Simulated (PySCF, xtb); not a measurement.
F₃Ge, SMILES [F][Ge]([F])[F] (connectivity only; charge and spin as stated), charge +1, multiplicity 1.

Harmonic wavenumbers (cm⁻¹) from GFN2-xTB (xtb 6.7.1) at its own minimum, in rising order: 126, 126, 151, 431, 575, 576.

Question: What does PBE0-D3(BJ)/def2-SVP in PySCF 2.14.0 give at its own minimum? (Estimate from the structure and the level; the computed values follow.)

Answer: 212, 212, 218, 761, 892, 892. Paired by order, the mean absolute difference is 200 cm⁻¹ and the zero-point energies are 2.8 and 4.6 kcal/mol.
